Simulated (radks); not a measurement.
Values are calculated unless marked as measured or tabulated.
The mean radii <r> (bohr) of the occupied orbitals of an atom or ion are listed with their occupations. Code: a radial shooting solver on a logarithmic mesh with Libxc functionals. Model: scalar-relativistic Kohn-Sham, PBE, spin-polarised, spherical densities, finite nucleus; Fermi nuclear charge, rms radius of each element as measured or else 0.836 A^(1/3) + 0.57 fm.

orbital  occ.      <r>
1s up       1  0.06303
1s down     1  0.06302
2s up       1   0.2610

Name the element and its charge. Open shells, if any, are filled with parallel spins first.

Answer. Z = 24, chromium, charge +21: Cr21+ in [He] 2s1. The 1s radius gives Z: for a bare nucleus <r> = (2 gamma + 1)/(2Z) with gamma = sqrt(1 - (Z/c)^2), 0.06186 bohr for Z = 24, and screening makes it slightly larger (0.06303 here). The occupations add up to 3, and the charge is Z minus that.
